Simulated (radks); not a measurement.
Charge is removed step by step from the 5s down level of Tm+, starting from [Kr] 4d10 4f13 5s(up 1, down 1) 5p6 6s1. Calculated with a radial shooting solver on a logarithmic mesh with Libxc functionals: scalar-relativistic Kohn-Sham, PBE, spin-polarised, spherical densities, point nucleus; open shells are filled with parallel spins first (spin-orbit coupling, left out, can overturn this in heavy ions).

removed (e)  E - E(0) (eV)  eigenvalue (eV)  E minus straight line (eV)
0                    0.000          -59.818                       0.000
0.1                  6.041          -61.103                      -0.601
0.2                 12.211          -62.407                      -1.072
0.3                 18.513          -63.727                      -1.413
0.4                 24.947          -65.063                      -1.620
0.5                 31.515          -66.412                      -1.693
0.6                 38.220          -67.776                      -1.631
0.7                 45.061          -69.151                      -1.432
0.8                 52.040          -70.539                      -1.094
0.9                 59.159          -71.938                      -0.617
1                   66.418          -73.347                       0.000

Removing the whole electron costs 66.418 eV by Delta-SCF, against 59.818 eV from minus the eigenvalue at the starting occupation. Slater's transition state (half an electron removed) gives 66.412 eV. Integrating minus the eigenvalue over the occupation (Janak's theorem) gives 66.469 eV. In this scalar-relativistic scheme the density is built from large components alone, so the theorem holds only approximately. The mean slope of the eigenvalue, de/dn, is 13.5 eV per electron.
